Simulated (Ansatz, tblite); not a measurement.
Cost and result up the ladder for Cu₃ (3 atoms). Charge 0, multiplicity 2. Geometry: r2SCAN-D4/def2-TZVP.

```xyz
3

Cu   -0.6868    0.5634   -0.9222
Cu   -0.5916   -1.0702    0.6765
Cu    1.2783    0.5068    0.2457
```

Ansatz on 4 threads of Arm Neoverse V1 on a shared host; xTB runs through tblite on one thread. Times are rough, summed over both states, and most runs start from the orbitals of an earlier one. PBE0-D4/def2-TZVP serves as the yardstick here, not as an exact answer. The other state is a singlet.

The xTB rows come from tblite. The structure comes from a short search, and lower isomers may exist.

Raw xTB energies of ions are shifted by several eV, and xTB has no spin-polarisation term.

```csv
level,functions,wall time,vertical IE (eV),difference from PBE0-D4/def2-TZVP (eV)
GFN1-xTB,27,0.004 s,12.59,6.87
GFN2-xTB,27,0.005 s,7.18,1.47
PBE-D4/def2-TZVP,135,5.1 s,6.08,0.37
PBE0-D4/def2-TZVP,135,9.3 s,5.71,0.00
r2SCAN-D4/def2-TZVP,135,13 s,6.00,0.29
```
